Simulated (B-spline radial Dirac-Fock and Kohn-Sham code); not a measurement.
EELS cross sections of the Ce L1 (2s) edge

System: the free cerium atom in the configuration 1s2 2s2 2p6 3s2 3p6 3d10 4s2 4p6 4d10 4f1 5s2 5p6 5d1 6s2. Calculated with an atomic code on a B-spline grid, using the first Born approximation with generalised oscillator strengths from a Dirac-Hartree-Slater potential (longitudinal and transverse terms; continuum final states only, so no white lines or fine structure). The edge is taken at 6548.0 eV (tabulated value).

Partial cross sections σ(β, Δ) in barn, integrated over a window Δ above the edge and up to the collection semi-angle β, for parallel illumination:

| E₀ (kV) | β (mrad) | Δ = 25 eV | Δ = 50 eV | Δ = 100 eV | Δ = 200 eV | Δ = 300 eV |
| --- | --- | --- | --- | --- | --- | --- |
| 60 | 20 | 0.0879 | 0.175 | 0.344 | 0.666 | 0.966 |
| 60 | 50 | 0.446 | 0.889 | 1.75 | 3.40 | 4.94 |
| 60 | 100 | 1.15 | 2.29 | 4.52 | 8.80 | 12.8 |
| 80 | 50 | 0.540 | 1.08 | 2.12 | 4.13 | 6.01 |
| 80 | 100 | 1.22 | 2.44 | 4.82 | 9.40 | 13.7 |
| 100 | 20 | 0.148 | 0.295 | 0.580 | 1.12 | 1.63 |
| 100 | 50 | ? | ? | ? | ? | ? |
| 120 | 20 | 0.176 | 0.351 | 0.691 | 1.34 | 1.95 |
| 200 | 10 | 0.0878 | 0.175 | 0.344 | 0.666 | 0.967 |
| 200 | 20 | 0.277 | 0.553 | 1.09 | 2.12 | 3.08 |
| 200 | 50 | 0.772 | 1.54 | 3.04 | 5.94 | 8.69 |
| 300 | 5 | 0.0394 | 0.0783 | 0.154 | 0.298 | 0.433 |
| 300 | 10 | 0.144 | 0.286 | 0.564 | 1.09 | 1.59 |
| 300 | 100 | 1.24 | 2.48 | 4.94 | 9.69 | 14.2 |

Question: Give the row for 100 kV and 50 mrad.

Answer: 0.608 b for 25 eV, 1.21 b for 50 eV, 2.39 b for 100 eV, 4.65 b for 200 eV, 6.78 b for 300 eV.
